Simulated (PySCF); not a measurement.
# How methods differ on the excitation energy of Tc

Tc [Kr] 4d5 5s2 (6S) → Tc [Kr] 4d5 5s1 5p1 (8P), as a difference of total energies. Calculation: PySCF 2.14, in ANO-RCC-VTZP (7s6p4d2f1g, 68 functions); scalar relativity by spin-free X2C-1e. Correlated levels: valence: [Kr] frozen. The calculations carry no spin-orbit coupling.

```csv
method,excitation energy (cm⁻¹),error (cm⁻¹)
UHF,6638.2,-10395
MP2 (valence),14356,-2678
SCS-MP2 (valence),17240,+207
CCSD (valence),15204,-1829
CCSD(T) (valence),15905,-1128
```

Reference: 17033 cm⁻¹ (measured; NIST levels, between the centres of gravity of the two terms).

Errors of the correlated levels include the incompleteness of this basis and the frozen core.

The basis was made for the ground configuration and has no added diffuse functions, so the excitation energy can come out too high.
